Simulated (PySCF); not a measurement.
**Correlation energy of C²⁺ (carbon, charge +2)**

[He] 2s2, closed-shell 1S. All numbers are calculated (PySCF 2.14, no relativity, point nucleus, in aug-cc-pVTZ (5s4p3d2f, 46 functions)). Frozen: 1s2; 2 electrons correlated.

With two correlated electrons CCSD is exact within the correlated space (frozen core and kept virtual orbitals).

```tsv
level	correlation energy (mhartree)
CCSD	-72.93
```

Diagnostics: T1 = 0.0085, D1 = 0.0120, largest double amplitude 0.156.

A double-excitation amplitude exceeds 0.15, a sign of near-degeneracy.

Cost of the coupled-cluster step: roughly 0.25 core-seconds, for 2 correlated electrons.

Iterations:

```
CC2 = 0
CCSD nocc = 1, nmo = 45
frozen orbitals [0]
max_cycle = 100
direct = 0
conv_tol = 1e-08
conv_tol_normt = 1e-06
diis_space = 8
diis_start_cycle = 0
Init t2, MP2 energy = -36.45059258975  E_corr(MP2) -0.0431280187572109
Init E_corr(CCSD) = -0.0431280187573783
cycle = 1  E_corr(CCSD) = -0.057806671059994  dE = -0.0146786523  norm(t1,t2) = 0.0646644
cycle = 2  E_corr(CCSD) = -0.0650463981460143  dE = -0.00723972709  norm(t1,t2) = 0.034199
cycle = 3  E_corr(CCSD) = -0.0730538829423339  dE = -0.0080074848  norm(t1,t2) = 0.0181409
cycle = 4  E_corr(CCSD) = -0.0728921711409609  dE = 0.000161711801  norm(t1,t2) = 0.000292049
cycle = 5  E_corr(CCSD) = -0.0729554935776657  dE = -6.33224367e-05  norm(t1,t2) = 0.000100524
cycle = 6  E_corr(CCSD) = -0.0729355595925359  dE = 1.99339851e-05  norm(t1,t2) = 5.09475e-05
cycle = 7  E_corr(CCSD) = -0.0729326722900229  dE = 2.88730251e-06  norm(t1,t2) = 6.35785e-06
cycle = 8  E_corr(CCSD) = -0.0729327575420605  dE = -8.52520376e-08  norm(t1,t2) = 1.72026e-07
cycle = 9  E_corr(CCSD) = -0.0729327506513108  dE = 6.89074969e-09  norm(t1,t2) = 3.19339e-08
CCSD converged
E(CCSD) = -36.48039732164408  E_corr = -0.0729327506513108
```
